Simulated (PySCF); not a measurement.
## C₆ coefficients of unlike pairs at PBE0

Calculated with PySCF 2.14 from the dipole response of each species, C₆(A,B) = (3/π) ∫ α_A(iu) α_B(iu) du, in atomic units, from isotropic polarisabilities. For ions this is the dispersion term alone; charge-induced terms of lower order in 1/R come first.

```json
{"species": "Zn(3+)", "configuration": "[Ar] 3d9 (2D)", "basis": "aug-cc-pVDZ-PP with ECP10MDF (5s5p4d2f)", "relativity": "core potential", "α (bohr³)": "1.227", "C₆ (like pair)": "2.561"}
{"species": "K+", "configuration": "[Ar] (1S)", "basis": "x2c-QZVPPall with one added diffuse shell each of s, p, d, f type (12s8p5d4f)", "relativity": "spin-free X2C", "α (bohr³)": "5.521", "C₆ (like pair)": "23.30"}
{"species": "P(2+)", "configuration": "[Ne] 3s2 3p1 (2P)", "basis": "aug-cc-pCVTZ-DK (8s7p5d3f)", "relativity": "spin-free X2C", "α (bohr³)": "9.214", "C₆ (like pair)": "33.29"}
{"species": "In+", "configuration": "[Kr] 4d10 5s2 (1S)", "basis": "x2c-TZVPPall with one added diffuse shell each of s, p, d, f type (9s7p5d3f)", "relativity": "spin-free X2C", "α (bohr³)": "24.79", "C₆ (like pair)": "170.2"}
```

Q: Estimate C₆ for P(2+) with K+.

A: The integral gives 26.48. The combination rule 2 C_A C_B / (C_A α_B/α_A + C_B α_A/α_B) gives 26.37 and the geometric mean 27.85.

No spin-orbit coupling is included.

The other pairs:

```tsv
pair	C₆
P(2+), Zn(3+)	7.179
In+, K+	58.43
In+, P(2+)	74.47
In+, Zn(3+)	16.15
K+, Zn(3+)	6.980
```
